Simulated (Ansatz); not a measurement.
Input file for AlH5O2Si (`O[SiH2][O][AlH2]`):

```yaml
crystal:
  periodic: [false, false, false]
  atoms:
    - {symbol: O, position_ang: [-0.795067, 1.829420, -0.898217]}
    - {symbol: Si, position_ang: [0.173035, 1.196684, 0.266909]}
    - {symbol: O, position_ang: [0.250787, -0.418868, 0.197712]}
    - {symbol: Al, position_ang: [0.325719, -2.080506, -0.060638]}
    - {symbol: H, position_ang: [-1.740838, 1.705756, -0.810913]}
    - {symbol: H, position_ang: [1.506055, 1.782810, 0.005036]}
    - {symbol: H, position_ang: [-0.337306, 1.564905, 1.614248]}
    - {symbol: H, position_ang: [-0.959489, -2.795723, -0.636782]}
    - {symbol: H, position_ang: [1.665604, -2.830577, 0.305447]}
basis:
  gaussian: {orbitals: def2-TZVPP}
correlation: {method: ccsd_t}
output: {orbitals: {seedname: orbitals}}
```

```sh
$ ansatz run in.yaml --threads 4 --pin off --events-out ev --progress --plain
```

Output of Ansatz, abridged:

```
Functional definition: HF
1277 factors; integrals over basis functions are off by at most 1.3e-3 eV
mean field evaluation 1: about -18600.1835 eV, gradient 5.2e1 eV
mean field evaluation 2: about -18600.3893 eV, gradient 5.2e1 eV
mean field evaluation 4: about -18605.3017 eV, gradient 3.3e0 eV
mean field evaluation 8: about -18605.3637 eV, gradient 2.7e-1 eV
mean field -18605.36388111 eV, -683.7345114623 hartree, gradient 2.9e-6 eV, S^2 0.000000; 0 other end points of the search recorded, 0 dependent functions left out
12 core orbitals not correlated: weight in the atoms' cores, before any rotation towards them, 1.000 or more for the frozen orbitals, at most 0.000 for the correlated occupied ones
reference -18605.36388111 eV, -683.7345114623 hartree; 12, 12 occupied and 192, 192 virtual orbitals, 1277 factors
second order -18.44966562 eV of doubles, -0.00000000 eV of singles
cycle   1  -18.71932530 eV  change   -2.7e-1 eV  update   9.8e-2
cycle   2  -19.20878971 eV  change   -4.9e-1 eV  update   2.9e-2
cycle   3  -19.32636333 eV  change   -1.2e-1 eV  update   1.5e-2
cycle   4  -19.31171714 eV  change    1.5e-2 eV  update   3.3e-3
cycle   5  -19.31160486 eV  change    1.1e-4 eV  update   1.7e-3
cycle   6  -19.31244617 eV  change   -8.4e-4 eV  update   4.5e-4
cycle   7  -19.31220425 eV  change    2.4e-4 eV  update   1.9e-4
cycle   8  -19.31214581 eV  change    5.8e-5 eV  update   5.4e-5
cycle   9  -19.31215865 eV  change   -1.3e-5 eV  update   2.2e-5
perturbative correction -0.62488713 eV, -0.0229641784 hartree
Total energy: -18625.30092689 eV, -684.4671843807 hartree
```

Run time 73 s (4 threads of a server CPU on a shared host); peak host memory 3 GiB.

Correlation energy per correlated electron: -0.831 eV. T1 diagnostic: 0.0120.
